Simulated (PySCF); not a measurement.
## r2SCAN on Zr⁺ (zirconium, charge +1)

Configuration: [Kr] 4d1 5s2, 2D determinant (an excited configuration). Calculation: PySCF 2.14, in aug-cc-pVTZ-PP with one added diffuse shell each of s, p, d, f, g type with ECP28MDF (7s7p6d4f3g, 113 functions); a scalar-relativistic core potential.

```
Total energy                                                  : -46.4534 hartree
One-electron energy                                           : -73.7819 hartree
Hartree (Coulomb) energy                                      : 32.7569 hartree
Exchange-correlation energy                                   : -5.4284 hartree
⟨S²⟩                                                          : 0.7688
⟨L²⟩                                                          : 6.122
Sum of ⟨r⟩                                                    : 19.42 bohr
Sum of ⟨r²⟩                                                   : 45.95 bohr²
Traceless quadrupole moment −½Σ⟨3z² − r²⟩ along its main axis : 1.74 e·bohr²
```

| shell | electrons | mean orbital energy (eV) | spread (eV) | rms radius, mean of both spins (bohr) |
| --- | --- | --- | --- | --- |
| 4s α | 1 | -66.462 | 0 | 1.29 |
| 4s β | 1 | -65.806 | 0 | 1.29 |
| 4p α | 3 | -43.354 | 0.290 | 1.46 |
| 4p β | 3 | -42.585 | 1.142 | 1.46 |
| 4d α | 1 | -12.902 | 0 | 2.21 |
| 5s α | 1 | -11.255 | 0 | 3.53 |
| 5s β | 1 | -10.837 | 0 | 3.53 |

Energies and moments cover only the electrons outside the core potential.
